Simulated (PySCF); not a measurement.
## Energy of Al⁺ (aluminium, charge +1) between two integer charges

The 3s beta orbital of [Ne] 3s2 is emptied in steps (occupation f), with all orbitals relaxed, ending at [Ne] 3s1. All numbers are calculated (PySCF 2.14, the non-relativistic Hamiltonian (point nucleus), in def2-TZVP). The exact energy is a straight line in f; departures are measured from the line between the end points of the same method.

| f | UHF (eV) | LDA (eV) | PBE (eV) | PBE0 (eV) | r2SCAN (eV) | LC-wPBE (eV) | BHandHLYP (eV) | r2SCAN0 (eV) |
| --- | --- | --- | --- | --- | --- | --- | --- | --- |
| 1 | 0.000 | 0.000 | 0.000 | 0.000 | 0.000 | 0.000 | 0.000 | 0.000 |
| 0.75 | 0.038 | -0.752 | -0.751 | -0.551 | -0.634 | -0.062 | -0.403 | -0.478 |
| 0.5 | 0.048 | -0.996 | -1.000 | -0.733 | -0.812 | -0.089 | -0.549 | -0.617 |
| 0.25 | 0.034 | -0.738 | -0.748 | -0.546 | -0.576 | -0.081 | -0.424 | -0.446 |
| 0 | 0.000 | 0.000 | 0.000 | 0.000 | 0.000 | 0.000 | 0.000 | 0.000 |

```csv
method,E(f=0) − E(f=1) (eV),−ε at f=1 (eV),−ε at f=0.5 (eV)
UHF,17.529,17.746,17.518
LDA,18.918,14.896,18.954
PBE,18.785,14.786,18.789
PBE0,18.677,15.734,18.686
r2SCAN,18.384,14.921,18.526
LC-wPBE,18.623,18.304,18.575
BHandHLYP,18.714,16.596,18.659
r2SCAN0,18.417,15.811,18.500
```

Orbital energy along the path (eV):

```csv
f,UHF,LDA,PBE,PBE0,r2SCAN,LC-wPBE,BHandHLYP,r2SCAN0
1,-17.746,-14.896,-14.786,-15.734,-14.921,-18.304,-16.596,-15.811
0.75,-17.621,-16.927,-16.783,-17.211,-16.777,-18.447,-17.612,-17.197
0.5,-17.518,-18.954,-18.789,-18.686,-18.526,-18.575,-18.659,-18.500
0.25,-17.432,-20.930,-20.810,-20.164,-20.064,-18.770,-19.783,-19.661
0,-17.360,-22.681,-22.016,-20.957,-20.798,-18.979,-20.983,-20.483
```

Reference removal energy between the ground levels: 18.829 eV (measured; NIST Atomic Spectra Database, ionization energies). UHF lacks correlation.
